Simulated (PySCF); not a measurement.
C2HCl3.

```xyz
6

Cl     0.3504     2.2664     0.0000
C      0.9181     0.6388     0.0000
C      0.1107    -0.4318     0.0000
Cl    -1.6118    -0.3364     0.0000
Cl     0.7806    -2.0334     0.0000
H      2.0015     0.5172     0.0000
```
Charge 0, spin multiplicity 1.

Geometry: B3LYP-D3(BJ)/def2-SVP.

Level of theory: HF/pcSseg-1 in PySCF. Non-relativistic, no solvent.

Q: Give the absolute GIAO shielding of each atom: isotropic value and principal components (ppm). (An estimate is asked for; the answer gives what the named calculation found.)

A: 
```csv
atom,σ(iso),σ11,σ22,σ33,span
Cl1,800.2,619.5,788.5,992.6,373.1
C2,55.3,-58.2,96.2,127.8,186.0
C3,45.2,-67.0,97.0,105.7,172.6
Cl4,708.2,543.1,599.4,982.0,438.9
Cl5,705.8,507.3,561.4,1048.6,541.3
H6,25.2,19.9,26.6,29.2,9.3
```
